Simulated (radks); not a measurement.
Neutral zinc inside a hard spherical wall (all orbitals vanish at R), configuration held at [Ar] 3d10 4s2 and not refilled when levels cross. Calculated with a radial shooting solver on a logarithmic mesh with Libxc functionals: scalar-relativistic Kohn-Sham, PBE, spin-polarised, spherical densities, finite nucleus; Fermi nuclear charge, rms radius 3.9283 fm. Eigenvalues in eV for spin up, with the zero of energy where the potential of the charges vanishes at infinity; a dash marks a level that is unbound or too diffuse for the functional's potential to be trusted. A positive occupied level is held by the wall or, in an anion where self-interaction has pushed it up, behind a barrier. The pressure on the wall is -dE/dV.

| R (bohr) | E (hartree) | kinetic (hartree) | e(3s) | e(3p) | e(3d) | e(4s) | e(4p, empty) | e(5s, empty) | pressure (GPa) |
|---|---|---|---|---|---|---|---|---|---|
| free | -1796.00997 | 1824.587 | -129.23 | -83.403 | -10.141 | -5.979 | -1.116 | - | 0 |
| 20 | -1796.00997 | 1824.587 | -129.23 | -83.403 | -10.141 | -5.979 | -1.115 | - | < 0.0001 |
| 10 | -1796.00986 | 1824.589 | -129.22 | -83.390 | -10.128 | -5.969 | -1.011 | 1.433 | 0.00343 |
| 8 | -1796.00851 | 1824.600 | -129.13 | -83.300 | -10.040 | -5.889 | -0.720 | 3.386 | 0.0672 |
| 7 | -1796.00487 | 1824.626 | -128.96 | -83.129 | -9.872 | -5.730 | -0.320 | 5.523 | 0.303 |
| 4 | -1795.78020 | 1825.610 | -125.08 | -79.269 | -6.143 | -0.926 | 7.278 | 35.097 | 45.9 |
| 3.5 | -1795.54506 | 1826.491 | -122.55 | -76.759 | -3.719 | 2.874 | 12.441 | 52.676 | 130 |
| 2.5 | -1793.68030 | 1832.835 | -109.83 | -64.276 | 8.850 | 26.762 | 41.801 | 141.46 | 1590 |
| 2 | -1789.73702 | 1845.643 | -92.976 | -47.561 | 26.960 | 68.377 | 88.741 | 266.57 | 7990 |
| 1.5 | -1774.61764 | 1892.464 | -50.995 | -4.124 | 75.815 | 198.87 | 224.90 | 590.79 | 61800 |
